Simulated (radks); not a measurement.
Fractional charge and spin in the 1s shell of carbon: the spin-up occupation runs from 0 to 1 and the spin-down occupation from 0 to 1; the fullest corner is C2+, 2s2 1s(up 1, down 1). Calculated with a radial shooting solver on a logarithmic mesh with Libxc functionals: non-relativistic Kohn-Sham, LDA (Slater exchange, Perdew-Wang correlation), spin-polarised, spherical densities, point nucleus. Energy (eV) minus the two flat planes that join the four corners (they meet along the diagonal where the two added fractions sum to one electron); zero is where a piecewise linear energy would lie.

\begin{tabular}{lrrr}
down \ up & 0 & 0.5 & 1 \\ \hline
0 & 0.000 & -7.983 & 0.000 \\
0.5 & -7.983 & 6.917 & -7.227 \\
1 & 0.000 & -7.227 & 0.000 \\
\end{tabular}

Corners above the fullest one (they belong to C3+ and the next ion): (up 1, down 0) 336.36 eV, (up 0, down 1) 336.36 eV, (up 0, down 0) 761.41 eV. With half an added electron in each spin the energy lies 6.917 eV from the planes, and with half an added electron in spin up alone -7.983 eV. The planes are only a guide here: the flat-plane condition holds for ground states with one frontier orbital, while this shell lies below other occupied shells, so the corners above the fullest one are inner-hole states and not the ground states of those ions.
